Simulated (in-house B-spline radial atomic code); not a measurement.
Settings and results of a run for neutral phosphorus (an excited or competing configuration). Method: scalar-relativistic (X2C) wB97X, spin-polarised, spherical fractional occupations, exact exchange averaged over the configuration, Fermi nucleus of rms radius 3.1889 fm. Calculated with a B-spline radial code for spherical atoms.

Command:
```bash
python run_scf.py task.json out
```
Settings (nuclear radius in fm, mass in u):
```
Z                15
configuration    [He] 2s2 2p5 3s2 3p3 4s1
hamiltonian      x2c
method           wb97x
spin_polarised   True
nucleus          fermi
rms_radius       3.1889
atomic_mass      30.97376
speed_of_light   137.035999084
exact_exchange   averaged over the configuration
```

Output (hartree, bohr):
```
 radial grid: 79 intervals, B-splines of order 8, outer radius 50 bohr

 iter        energy (Eh)    residual
    1        -334.197289    2.40e-01
    2        -336.608281    1.15e-01
    3        -337.060277    4.10e-02
    4        -337.113582    1.81e-02
    5        -337.125330    5.27e-03
    6        -337.126677    2.94e-03
    7        -337.127133    1.16e-03
    8        -337.127231    3.28e-04
    9        -337.127242    6.86e-05
   10        -337.127243    1.60e-05
   11        -337.127243    1.70e-06
   12        -337.127243    7.30e-07
   13        -337.127243    2.59e-07
   14        -337.127243    2.32e-07
   15        -337.127243    1.41e-07

 total energy                      -337.12724
 kinetic                             338.4183
 electron-nucleus                   -795.3574
 Hartree                             141.7802
 exact exchange                       -5.0940
 exchange-correlation                -16.8744

 orbital      occ     eigenvalue          <r>       <r^2>       <1/r>     <1/r^3>       <r^4>       r_max
 1s up      1.000       -78.7414     0.103349   0.0143921     14.7248           - 0.000537021     0.06744
 1s down    1.000       -78.6550     0.103225    0.014353     14.7373           -  0.00053354     0.06741
 2s up      1.000        -7.7313     0.504839    0.302827     2.91708           -    0.165523      0.4117
 2s down    1.000        -7.5549     0.507715    0.306154     2.89364           -    0.168633      0.4134
 2p up      3.000        -5.9229     0.464477    0.268586     2.80441     68.3893     0.15382      0.3458
 2p down    2.000        -5.7518      0.46874    0.273662     2.78281     67.2911    0.159459      0.3483
 3s up      1.000        -1.0310      1.69257     3.29947    0.810968           -     17.7382       1.454
 3s down    1.000        -0.8434       1.7467     3.53569       0.792           -     20.5244       1.449
 3p up      3.000        -0.6137      1.91351     4.30644    0.704496      5.8137     33.0042       1.585
 4s up      1.000        -0.1280      6.00085     41.1623    0.212196           -     2715.21       5.079
```

Run time, properties included: 0.71 s on 1 thread of Intel(R) Xeon(R) Platinum 8488C, on a shared host.
